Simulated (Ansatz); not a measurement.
Cartesian coordinates (Å):
```xyz
9

C     -1.1275    -0.2742    -0.2611
N      0.0547     0.3259    -0.8081
C      1.1357     0.3266     0.1345
H     -1.4637     0.2517     0.6580
H     -0.9438    -1.3255     0.0481
H     -1.9457    -0.2616    -0.9937
H      2.0281     0.8003    -0.2962
H      0.8629     0.8624     1.0688
H      1.3993    -0.7057     0.4497
```
Charge 0, spin multiplicity 2.

Computed with Ansatz (a first-principles code) with frozen-core CCSD(T)/cc-pVTZ // PBE-D3(BJ)/def2-TZVP.

```json
{
 "HF energy": "-133.67613 Ha",
 "MP2 correlation energy": "-0.52861 Ha"
}
```

**Question.** Estimate the CCSD correlation energy, the (T) correction, the total energy and the T1 diagnostic.

**Answer.** 
```yaml
CCSD correlation energy: -0.56924 Ha
"(T) correction": -0.02099 Ha
CCSD(T) total energy: -134.26637 Ha
T1 diagnostic: 0.013
```
